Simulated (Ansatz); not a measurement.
A series at Zr: from `[F][Zr]([F])([F])[F]`, ligands are replaced one by one, each step taking up H₂S and setting free H–F; n counts the steps. Ansatz, PBE0-D4/def2-TZVP geometries. Each molecule was computed in one conformer, which needn't be the lowest.

| n | molecule | HOMO energy, ωB97M-V/def2-TZVPP (eV) |
| --- | --- | --- |
| 0 | `[F][Zr]([F])([F])[F]` | -14.72 |
| 1 | `[F][Zr]([F])([F])[SH]` | ? |
| 2 | `[F][Zr]([F])([SH])[SH]` | -9.94 |
| 3 | `[F][Zr]([SH])([SH])[SH]` | -9.97 |
| 4 | `[SH][Zr]([SH])([SH])[SH]` | -10.02 |

Q: By hand: fit a straight line y = ȳ + b (n − n̄) to the 4 given rows and predict n = 1.

A: n̄ = 2.250, ȳ = -11.162; Σ(n − n̄)(y − ȳ) = 10.593, Σ(n − n̄)² = 8.750, so b = 1.211 eV a step. Prediction: -11.162 + (1.211) × (-1.250) = -12.68 eV.

Q: By hand: compare with the computed value, -10.33 eV, and give the steps along the whole series.

A: The line misses by 2.35 eV (computed minus predicted). Steps: 4.39, 0.39, -0.03, -0.05 eV.

The steps change sign along the series, so a line is a poor guide. The highest orbital can change its character along such a series. The miss is 49.2 % of the series' range.
